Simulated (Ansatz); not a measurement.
Lin: PBE/def2-TZVPD single points in Ansatz on relaxed structures, gas phase. Each cluster is the lowest isomer that a short search found in that spin, judged at the geometry's level, and lower ones may exist. HOMO and LUMO are taken over both spins. Binding counts from free atoms in the multiplicity of their measured ground term, without zero-point energy. The spins of the ions were chosen, not always searched. A dash marks a value that wasn't run or was left out as unsound. The structures are stationary points that may keep the symmetry of their start. Remarks come from the PBE and PBE0 runs and from stability tests at other levels; not every state was tested. A HOMO above zero means that the electron is unbound at that level and held by the basis, or that self-interaction error raises the level; the energy of removing that electron tells which. HOMO above LUMO (over both spins in singlets and doublets, within one spin in higher multiplets; at PBE or PBE0), or a gap under 0.15 eV within one spin, warns that the state may not be the lowest or that an electron is smeared out.

```json
{"species": "Li5", "atoms": "5", "state": "doublet; reduced ion triplet", "geometry": "PBE/def2-TZVP", "HOMO (eV)": "-2.73", "LUMO (eV)": "-2.36", "gap (eV)": "0.37", "vertical EA (eV)": "0.97", "binding per atom (eV)": "0.72", "point group (within 0.1 Å)": "–", "remarks": "spin-contaminated (⟨S²⟩ up to 1.03), HOMO above zero (-1 triplet)"}
{"species": "Li7", "atoms": "7", "state": "doublet; reduced ion singlet", "geometry": "PBE/def2-TZVP", "HOMO (eV)": "-2.75", "LUMO (eV)": "-2.25", "gap (eV)": "0.50", "vertical EA (eV)": "–", "binding per atom (eV)": "0.90", "point group (within 0.1 Å)": "D5h", "remarks": "HOMO above zero (-1 singlet), restricted SCF unstable in HF (-1 singlet)"}
{"species": "Li8", "atoms": "8", "state": "singlet", "geometry": "PBE0/def2-TZVP", "HOMO (eV)": "-2.97", "LUMO (eV)": "-1.70", "gap (eV)": "1.27", "vertical EA (eV)": "0.58", "binding per atom (eV)": "0.93", "point group (within 0.1 Å)": "Cs", "remarks": "restricted SCF unstable in HF, HOMO above zero (-1 doublet)"}
{"species": "Li12", "atoms": "12", "state": "singlet", "geometry": "PBE0/def2-SVP", "HOMO (eV)": "-2.62", "LUMO (eV)": "-2.19", "gap (eV)": "0.43", "vertical EA (eV)": "0.98", "binding per atom (eV)": "1.01", "point group (within 0.1 Å)": "–", "remarks": "restricted SCF unstable in HF, HOMO above zero (-1 doublet), spin-contaminated (⟨S²⟩ up to 1.07) (-1 doublet)"}
{"species": "Li18", "atoms": "18", "state": "singlet", "geometry": "PBE0/def2-SVP", "HOMO (eV)": "-2.91", "LUMO (eV)": "-2.31", "gap (eV)": "0.60", "vertical EA (eV)": "1.21", "binding per atom (eV)": "1.12", "point group (within 0.1 Å)": "–", "remarks": "restricted SCF unstable in HF"}
```

(1) Estimate the rows for Li3 (doublet; reduced ion triplet, PBE/def2-TZVP geometry); Li9 (doublet; reduced ion triplet, r2SCAN/def2-TZVP geometry).

(1) 
```csv
species,atoms,state,geometry,HOMO (eV),LUMO (eV),gap (eV),vertical EA (eV),binding per atom (eV),point group (within 0.1 Å),remarks
Li3,3,doublet; reduced ion triplet,PBE/def2-TZVP,-2.61,-2.09,0.52,0.71,0.49,C2v,HOMO above zero (-1 triplet)
Li9,9,doublet; reduced ion triplet,r2SCAN/def2-TZVP,-2.32,-1.95,0.38,0.69,0.96,–,"HOMO above zero (-1 triplet), gap within one spin near zero at PBE or PBE0 (-1 triplet)"
```

The gap (eV) runs from 0.37 (Li5) to 1.27 (Li8). It doesn't follow size steadily. The vertical EA (eV) runs from 0.58 (Li8) to 1.21 (Li18). It doesn't follow size steadily. The binding per atom (eV) runs from 0.49 (Li3) to 1.12 (Li18). It rises with size.
